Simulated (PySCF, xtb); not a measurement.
InCl, SMILES [Cl][In] (connectivity only; charge and spin as stated), neutral, multiplicity 1.

xtb with GFN2-xTB at its own geometry gives an orbital gap of 5.22 eV and a dipole moment of 4.82 D.

Geometry optimised at PBE0-D3(BJ)/def2-TZVP. The def2 effective core potentials stand for the cores of In; spin–orbit coupling is left out.

### Question
What does r2SCAN/def2-TZVPD run with PySCF give? (Estimate from the structure and the level; the computed values follow.)

### Answer
gap 4.33 eV (levels -6.62 and -2.29 eV), dipole 3.40 D.
